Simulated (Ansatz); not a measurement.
C2H6GeSe (`C=C[Se][GeH3]`). Total charge 0; spin multiplicity 1.

```xyz
10

C     0.7773   -2.1469   -0.1991
C     0.0388   -1.0624   -0.3805
Se   -0.9720   -0.2530    1.0160
Ge   -0.5413    1.9757    0.3951
H     1.2725   -2.6199   -1.0404
H     0.9073   -2.6007    0.7769
H    -0.0818   -0.6169   -1.3629
H    -0.8010    2.1176   -1.1137
H    -1.5133    2.8457    1.2019
H     0.9133    2.3608    0.7067
```

(1) What are the harmonic wavenumbers in cm⁻¹ at PBE0-D4/def2-TZVP (Ansatz, finite differences of forces, unscaled)? (Estimate.)

(2) Is this a minimum?

(3) Give the ideal-gas thermochemistry at 298.15 K and 1 bar (rigid rotor, harmonic oscillator; point group C1, symmetry number 1).

Results:

(1) Ansatz gave: 50, 90, 127, 282, 345, 532, 537, 592, 619, 812, 863, 881, 944, 997, 1023, 1281, 1413, 1663, 2147, 2154, 2176, 3152, 3180, 3244.

(2) Yes, all 24 modes are real.

(3) Zero-point energy 174.1 kJ/mol; H(298) − E = 194.8 kJ/mol; entropy 362.1 J/(mol·K), of which translation 173.7, rotation 116.9, vibration 71.4; G(298) − E = 86.9 kJ/mol. Modes under 100 cm⁻¹ are hindered rotations or soft bends, so the harmonic entropy is rough.
